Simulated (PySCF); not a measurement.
**Correlation energy of S³⁺ (sulfur, charge +3)**

[Ne] 3s2 3p1, 2P determinant. All numbers are calculated (PySCF 2.14, scalar relativity by spin-free X2C-1e, in x2c-QZVPPall with one added diffuse shell each of s, p, d, f type (10s7p5d3f1g, 86 functions)). Frozen: [Ne]; 3 electrons correlated.

```csv
level,correlation energy (mhartree)
CCSD,-72.40
(T),-1.11
CCSD(T),-73.51
```

Diagnostics: T1 = 0.011, D1 = 0.0239, largest double amplitude 0.106.

Cost of the coupled-cluster step: about 22 core-seconds, for 3 correlated electrons.
